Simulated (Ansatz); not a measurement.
Molecule: C₂H₈BClN₂, charge 0, multiplicity 1. 
Geometry from a B3LYP-D3(BJ)/def2-TZVP (Ansatz, a quantum-chemistry and plane-wave program) optimisation:
```xyz
14

C      2.2389     0.2418     0.8321
N      0.7985     0.4116     0.8630
B     -0.1565    -0.0256    -0.0723
Cl     0.3668    -0.9593    -1.5228
N     -1.5352     0.2327     0.0587
C     -2.1530     0.9483     1.1583
H      2.5179    -0.3145    -0.0591
H      2.5952    -0.3141     1.7041
H      2.7564     1.2053     0.8062
H      0.4642     0.9129     1.6703
H     -2.1650    -0.1548    -0.6205
H     -2.1368     0.3760     2.0930
H     -3.1930     1.1716     0.9238
H     -1.6506     1.9035     1.3375
```

Dipole moments at this geometry, in debye (magnitudes).

```csv
level,program,dipole (D)
SVWN5/def2-TZVPD,Ansatz,2.84
PBE/def2-TZVPD,Ansatz,2.79
BLYP/def2-TZVPD,Ansatz,2.77
r2SCAN/def2-TZVPD,Ansatz,?
B97M-V/def2-TZVPD,Ansatz,2.73
PBE0/def2-TZVPD,Ansatz,2.81
HSE06/def2-TZVPD,Ansatz,2.81
LC-wPBE/def2-TZVPD,Ansatz,2.87
CCSD(T)/aug-cc-pV(D+d)Z,Ansatz,?
```

Task: Complete the blanks.

Result: 
- r2SCAN/def2-TZVPD, dipole (D): 2.81
- CCSD(T)/aug-cc-pV(D+d)Z, dipole (D): 2.80
